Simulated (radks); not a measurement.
The silver ion Ag5+, configuration [Kr] 4d6.

Method: scalar-relativistic Kohn-Sham, r2SCAN, spin-polarised, spherical densities, finite nucleus; open shells are filled with parallel spins first (spin-orbit coupling, left out, can overturn this in heavy ions); meta-GGA in the generalised Kohn-Sham scheme; Fermi nuclear charge, rms radius 4.5454 fm; computed with a radial shooting solver on a logarithmic mesh with Libxc functionals.

Energy parts (eV):
| part | energy |
|---|---|
| total | -144492.028 |
| kinetic | 150125.862 |
| electron-nucleus | -346025.760 |
| Hartree | 55412.294 |
| exchange-correlation | -4004.425 |

Orbitals (lengths in bohr, moments of r in powers of bohr):
| orbital | occ. | eigenvalue (eV) | <r> |
|---|---|---|---|
| 1s up | 1 | -25457.97 | 0.03112 |
| 1s down | 1 | -25457.98 | 0.03112 |
| 2s up | 1 | -3830.548 | 0.1349 |
| 2s down | 1 | -3829.148 | 0.1348 |
| 2p up | 3 | -3441.060 | 0.1177 |
| 2p down | 3 | -3440.028 | 0.1177 |
| 3s up | 1 | -771.8166 | 0.3675 |
| 3s down | 1 | -771.4801 | 0.3675 |
| 3p up | 3 | -642.9811 | 0.3668 |
| 3p down | 3 | -642.4879 | 0.3668 |
| 3d up | 5 | -440.5753 | 0.3454 |
| 3d down | 5 | -439.5178 | 0.3454 |
| 4s up | 1 | -174.8760 | 0.8981 |
| 4s down | 1 | -169.9584 | 0.8958 |
| 4p up | 3 | -136.4714 | 0.9677 |
| 4p down | 3 | -131.3773 | 0.9663 |
| 4d up | 5 | -79.5130 | 1.148 |
| 4d down | 1 | -74.3922 | 1.158 |

The highest occupied level is 4d down at -74.392 eV. For comparison, the ionisation energy in NIST's Atomic Spectra Database is 82 eV (theoretical). In exact Kohn-Sham theory the highest level is minus the ionisation energy, but local and semilocal functionals leave it too shallow, through self-interaction and a potential that decays too fast; potentials with the right tail come closer.
